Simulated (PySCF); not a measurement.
**Working with the constants of CSe**

RHF-CCSD(T) constants of CSe, ¹Σ⁺ (singlet), closed shell (C def2-SVP, Se def2-SVP; no relativity (PySCF 2.14); masses 12.0000 and 79.9165 u):

| Property | Result |
| --- | --- |
| ωe | 1042.3 cm⁻¹ |
| ωexe | 5.06 cm⁻¹ |
| Be | 0.56648 cm⁻¹ |
| αe | 0.00374 cm⁻¹ |
| De to C + Se | 5.77 eV |

What force constant and bond length do these constants imply?

Reduced mass μred = 10.433 u; k = 5.8918×10⁻⁷·μred·ωe² (u, cm⁻¹, mdyn/Å) = 6.68 mdyn/Å; Re = √(16.8576/(μred·Be)) (u, cm⁻¹, Å) = 1.689 Å.

Estimate the centrifugal constant D from the Kratzer relation and find the Dunham coefficient a1.

D = 4Be³/ωe² = 6.69e-07 cm⁻¹; a1 = −1 − αeωe/(6Be²) = -3.02.

Correlated steps freeze 10 core orbitals. Correlated levels converge slowly with the basis: in double zeta they bind strong bonds too weakly, by up to about 1 eV, and carry superposition errors of some tenths. Where the molecule has an RHF reference, its open-shell atoms are computed with UHF. The CCSD T1 diagnostic is raised, a sign that a single reference may not be enough here.
